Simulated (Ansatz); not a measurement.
`C=[C](F)[GeH2][CH3]` and `C=[C](F)[AlH][OH]` differ in one atom or group.

Ansatz, PBE0-D4/def2-TZVP geometries, multiplicity 1. Each molecule was computed in one conformer, which needn't be the lowest.

Scalar relativity is left out up to krypton.

| property | `C=[C](F)[GeH2][CH3]` |
| --- | --- |
| HOMO energy (ωB97M-V/def2-TZVPP) / eV | -9.87 |
| LUMO energy (PBE0/def2-TZVPP) / eV | -0.06 |
| HOMO–LUMO gap (PBE/def2-TZVPP) / eV | 5.35 |
| HOMO energy (PBE0/def2-TZVPP) / eV | -7.61 |
| size of the dipole moment (B3LYP/def2-TZVPP) / D | 2.03 |
| LUMO energy (B3LYP/def2-TZVPP) / eV | -0.30 |

Q: What does the change do to each property? (Estimate.)

A: The calculation gave: 
```json
{"property": "HOMO energy (ωB97M-V/def2-TZVPP) / eV", "`C=[C](F)[AlH][OH]`": "-9.88", "shift": "-0.01"}
{"property": "LUMO energy (PBE0/def2-TZVPP) / eV", "`C=[C](F)[AlH][OH]`": "-1.29", "shift": "-1.23"}
{"property": "HOMO–LUMO gap (PBE/def2-TZVPP) / eV", "`C=[C](F)[AlH][OH]`": "4.33", "shift": "-1.02"}
{"property": "HOMO energy (PBE0/def2-TZVPP) / eV", "`C=[C](F)[AlH][OH]`": "-7.64", "shift": "-0.03"}
{"property": "size of the dipole moment (B3LYP/def2-TZVPP) / D", "`C=[C](F)[AlH][OH]`": "1.86", "shift": "-0.17"}
{"property": "LUMO energy (B3LYP/def2-TZVPP) / eV", "`C=[C](F)[AlH][OH]`": "-1.51", "shift": "-1.21"}
```

Dipoles are sizes alone; their direction can turn.

B3LYP here is the variant with VWN-RPA as its local correlation; programs differ in this.
